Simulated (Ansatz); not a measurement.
`F[CH2][InH][F]` → `[CH2]` (triplet) + `[F][InH][F]` at 400 K and 1 bar (formal loss of a carbene).

Gas-phase electronic energies from Ansatz, PBE0-D4/def2-TZVP geometries. CBS: MP2 limit from def2 TZ/QZ plus the TZ coupled-cluster correction, frozen cores. This one scheme is used for every species. Triplets are unrestricted, without spin–orbit coupling. def2 core potentials past Kr. For In outer-core shells are correlated without core-valence functions, which leaves a few kJ/mol of doubt a bond. One conformer a species, not always the lowest.

```json
{"species": "`F[CH2][InH][F]`", "CCSD(T)/CBS energy (Eh)": "-429.25055", "H − E (kJ/mol)": "123.9", "S (J/(mol·K))": "368.7"}
{"species": "`[CH2]` (triplet)", "CCSD(T)/CBS energy (Eh)": "-39.09499", "H − E (kJ/mol)": "59.0", "S (J/(mol·K))": "205.7"}
{"species": "`[F][InH][F]`", "CCSD(T)/CBS energy (Eh)": "-390.04654", "H − E (kJ/mol)": "45.2", "S (J/(mol·K))": "310.7"}
```

H − E and S are ideal-gas, rigid-rotor, harmonic terms from PBE0-D4/def2-TZVP, for one conformer and one mirror image of each species, with the whole ground term of open shells counted as degenerate. 1 Eh = 2625.50 kJ/mol, R = 8.31446 J/(mol·K).

Question: By hand: ΔE, ΔH, ΔS and ΔG.

Answer: ΔE = (-39.09499) + (-390.04654) − (-429.25055) = 0.10902 Eh = 286.2 kJ/mol. Δ(H − E) = 59.0 + 45.2 − 123.9 = -19.7, so ΔH = 266.5 kJ/mol. ΔS = 205.7 + 310.7 − 368.7 = 147.7 J/(mol·K). ΔG = 266.5 − 400 × (147.7)/1000 = 207.4 kJ/mol.

Question: By hand: the equilibrium constant, and the temperature at which ΔG would vanish if ΔH and ΔS stayed fixed.

Answer: log₁₀ K = −ΔG/(RT ln 10) = -27.1. ΔG = 0 at ΔH/ΔS = 1804 K.

The number of gas molecules changes by +1, which sets the sign of ΔS. A doubt of 5 kJ/mol in ΔE shifts log₁₀ K by 0.7 here. Other conformers and mirror images would add mixing entropy, several J/(mol·K) or more a flexible species. Modes under 60 cm⁻¹, often nearly free rotors, make the harmonic entropy too high. A triplet takes part, so the spin changes. These are equilibria of isolated gas molecules and say nothing of rates. Largest T1 diagnostic: 0.017 (customary marks: 0.02 for closed shells, 0.045 for open ones).
